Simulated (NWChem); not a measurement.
System meant: BeGeH$_{3}$Cl; SMILES [GeH3][Be][Cl]

NWChem input:

```
start job
memory heap 200 mb stack 900 mb global 1100 mb
geometry units angstroms noautoz
  Be     0.000000     0.000000     0.792304
  Cl     0.000000     0.000000     2.613609
  Ge     0.000000     0.000000    -1.393683
  H     -1.207384     0.765827    -1.974256
  H      1.266918     0.662712    -1.974256
  H     -0.059534    -1.428539    -1.974256
end
basis spherical
  * library def2-svp
end
dft
  xc xpbe96 cpbe96
  iterations 4
  mulliken
end
task dft energy
```

End of the output:

```
    Atom       Charge   Shell Charges
 -----------   ------   -------------------------------------------------------
    1 Be   4     4.04   1.97  0.54  0.21  0.83  0.49
    2 Cl  17    16.93   2.00  1.96  1.04  0.74  5.82  2.26  3.10  0.01
    3 Ge  32    31.93   2.00  2.00  1.94  0.77  0.34  5.99  5.83  1.50  1.43  7.76  2.05  0.33
    4 H    1     1.03   0.60  0.40  0.03
    5 H    1     1.03   0.60  0.40  0.03
    6 H    1     1.03   0.60  0.40  0.03

 center of mass
 --------------
 x =   0.00000000 y =   0.00000000 z =  -0.06488291

 moments of inertia (a.u.)
 ------------------
        1435.856647219042           0.000000000000           0.000000000000
           0.000000000000        1435.856647219042           0.000000000000
           0.000000000000           0.000000000000          22.072008195097

     Multipole analysis of the density
     ---------------------------------

     L   x y z        total         alpha         beta         nuclear
     -   - - -        -----         -----         ----         -------
     0   0 0 0     -0.000000    -28.000000    -28.000000     56.000000

     1   1 0 0      0.000000      0.000000      0.000000      0.000000
     1   0 1 0      0.000000      0.000000      0.000000      0.000000
     1   0 0 1     -0.037356     -0.018678     -0.018678      0.000000

     2   2 0 0    -27.884710    -19.417514    -19.417514     10.950318
     2   1 1 0     -0.000000     -0.000000     -0.000000     -0.000000
     2   1 0 1      0.000000      0.000000      0.000000      0.000000
     2   0 2 0    -27.884710    -19.417514    -19.417514     10.950318
     2   0 1 1      0.000000      0.000000      0.000000      0.000000
     2   0 0 2    -31.776733   -359.305547   -359.305547    686.834361

 ------------------------------------------------------------------------
 dft energy failed                                                                                  0
 ------------------------------------------------------------------------
 ------------------------------------------------------------------------
  current input line :
    19: task dft energy
 ------------------------------------------------------------------------
 ------------------------------------------------------------------------
 This type of error is most commonly associated with calculations not reaching convergence criteria
 ------------------------------------------------------------------------
 For more information see the NWChem manual at https://nwchemgit.github.io

0:dft energy failed:Received an Error in Communication
```

**Question.** Can this run be used? If not, why, and what is the fix?

**Answer.** The run did not converge; its last values are not results. Cause: the SCF was allowed too few iterations. This input runs:
```
start job
memory heap 200 mb stack 900 mb global 1100 mb
geometry units angstroms noautoz
  Be     0.000000     0.000000     0.792304
  Cl     0.000000     0.000000     2.613609
  Ge     0.000000     0.000000    -1.393683
  H     -1.207384     0.765827    -1.974256
  H      1.266918     0.662712    -1.974256
  H     -0.059534    -1.428539    -1.974256
end
basis spherical
  Be library def2-svp
  Cl library def2-svp
  Ge library def2-svp
  H library def2-svp
end
dft
  xc xpbe96 cpbe96
  iterations 150
  mulliken
end
task dft energy
```
It converges to -2552.84492 Ha (PBE/def2-SVP).
